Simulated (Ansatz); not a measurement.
Start from `C[O][AlH][GeH3]` and change one atom or group to get `C[O][AlH][Br]`.

Ansatz, PBE0-D4/def2-TZVP geometries, multiplicity 1. Each molecule was computed in one conformer, which needn't be the lowest.

Scalar relativity is left out up to krypton.

```json
{"property": "LUMO energy (PBE0/def2-TZVPP) / eV", "`C[O][AlH][GeH3]`": "-1.37"}
{"property": "HOMO–LUMO gap (PBE/def2-TZVPP) / eV", "`C[O][AlH][GeH3]`": "4.16"}
{"property": "HOMO energy (ωB97M-V/def2-TZVPP) / eV", "`C[O][AlH][GeH3]`": "-9.48"}
{"property": "HOMO–LUMO gap (B3LYP/def2-TZVPP) / eV", "`C[O][AlH][GeH3]`": "5.69"}
{"property": "size of the dipole moment (B3LYP/def2-TZVPP) / D", "`C[O][AlH][GeH3]`": "0.79"}
{"property": "size of the dipole moment (ωB97M-V/def2-TZVPP) / D", "`C[O][AlH][GeH3]`": "0.77"}
```

(1) Give the same properties after the change, and the shifts. (Best estimate.)

Answers

(1) Computed: 
```json
{"property": "LUMO energy (PBE0/def2-TZVPP) / eV", "`C[O][AlH][Br]`": "-0.88", "shift": "0.49"}
{"property": "HOMO–LUMO gap (PBE/def2-TZVPP) / eV", "`C[O][AlH][Br]`": "5.32", "shift": "1.16"}
{"property": "HOMO energy (ωB97M-V/def2-TZVPP) / eV", "`C[O][AlH][Br]`": "-10.76", "shift": "-1.28"}
{"property": "HOMO–LUMO gap (B3LYP/def2-TZVPP) / eV", "`C[O][AlH][Br]`": "7.10", "shift": "1.41"}
{"property": "size of the dipole moment (B3LYP/def2-TZVPP) / D", "`C[O][AlH][Br]`": "1.05", "shift": "0.26"}
{"property": "size of the dipole moment (ωB97M-V/def2-TZVPP) / D", "`C[O][AlH][Br]`": "1.06", "shift": "0.29"}
```

With PBE0 the HOMO falls by 0.99 eV and the LUMO rises by 0.49 eV, so the gap widens by about 1.48 eV. PBE moves the HOMO by -0.69 eV and ωB97M-V by -1.28 eV. Dipoles are sizes alone; their direction can turn.

B3LYP here is the variant with VWN-RPA as its local correlation; programs differ in this.

Spin–orbit coupling is left out; it splits and shifts lone-pair levels of the heavy atoms by tenths of an eV.
